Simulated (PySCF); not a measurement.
C3H6N2Si.
Atom-mapped SMILES: `[N:1]#[C:2][CH2:3]/[CH:4]=[N:5]\[SiH3:6]` (hydrogens: H7, H8 on C3; H9 on C4; H10, H11, H12 on Si6)

The same species was optimised twice, with GFN2-xTB and with PBE0-D3(BJ)/def2-SVP (PySCF), and the same property calculations (PySCF, gas phase) were run on both structures.

```
     coordinate  GFN2-xTB  PBE0-D3(BJ)/def2-SVP  change
     N5–Si6 (Å)     1.721                 1.748  +0.027
      C2–C3 (Å)     1.439                 1.456  +0.017
      C4=N5 (Å)     1.242                 1.257  +0.015
      N1≡C2 (Å)     1.143                 1.157  +0.014
      C3–C4 (Å)     1.516                 1.523  +0.007
  C4–N5–Si6 (°)     138.0                 134.4    -3.6
   C2–C3–C4 (°)     109.4                 112.6    +3.2
   N1–C2–C3 (°)     178.9                 178.3    -0.6
   C3–C4–N5 (°)     126.9                 126.8    -0.1
C2–C3–C4–N5 (°)       116                   140     +24
```

Rotational constants: A = 7753, B = 1284, C = 1218 MHz (GFN2-xTB) against A = 9922, B = 1150, C = 1100 MHz (PBE0-D3(BJ)/def2-SVP). Point groups within 0.08 Å: C1 and C1.

On the GFN2-xTB structure: HOMO (eV) -7.43 [PBE0/pcSseg-1]; LUMO (eV) -1.22 [PBE0/pcSseg-1]; dipole (D) 3.39 [PBE0/pcSseg-1]; GIAO shielding of N1 (ppm) -41.1 [PBE0/pcSseg-1]; GIAO shielding of C2 (ppm) 69.2 [PBE0/pcSseg-1]; GIAO shielding of C3 (ppm) 158.8 [PBE0/pcSseg-1]; GIAO shielding of C4 (ppm) 19.7 [PBE0/pcSseg-1]; GIAO shielding of N5 (ppm) -119.7 [PBE0/pcSseg-1]; GIAO shielding of Si6 (ppm) 421.3 [PBE0/pcSseg-1].

Question: What do these properties become on the PBE0-D3(BJ)/def2-SVP structure?

Answer: 
```csv
property,level,on GFN2-xTB,on PBE0-D3(BJ)/def2-SVP,change
HOMO (eV),PBE0/pcSseg-1,-7.43,-7.55,-0.12
LUMO (eV),PBE0/pcSseg-1,-1.22,-1.41,-0.19
dipole (D),PBE0/pcSseg-1,3.39,3.21,-0.18
"energy, GFN2-xTB geometry as zero (kcal/mol)",PBE0/pcSseg-1,0.0,-2.1,-2.1
GIAO shielding of N1 (ppm),PBE0/pcSseg-1,-41.1,-47.5,-6.4
GIAO shielding of C2 (ppm),PBE0/pcSseg-1,69.2,65.2,-4.0
GIAO shielding of C3 (ppm),PBE0/pcSseg-1,158.8,157.3,-1.5
GIAO shielding of C4 (ppm),PBE0/pcSseg-1,19.7,12.1,-7.7
GIAO shielding of N5 (ppm),PBE0/pcSseg-1,-119.7,-122.8,-3.1
GIAO shielding of Si6 (ppm),PBE0/pcSseg-1,421.3,419.8,-1.5
```

The heavy atoms differ by 0.226 Å rms after alignment. Among bonds between heavy atoms N5–Si6 changes most (+0.027 Å). Changes are differences of the printed values. Neither structure is proved a minimum here.

Shape of the structure used: `[N:1]#[C:2][CH2:3]/[CH:4]=[N:5]\[SiH3:6]`: C2–C3–C4–N5 140°.
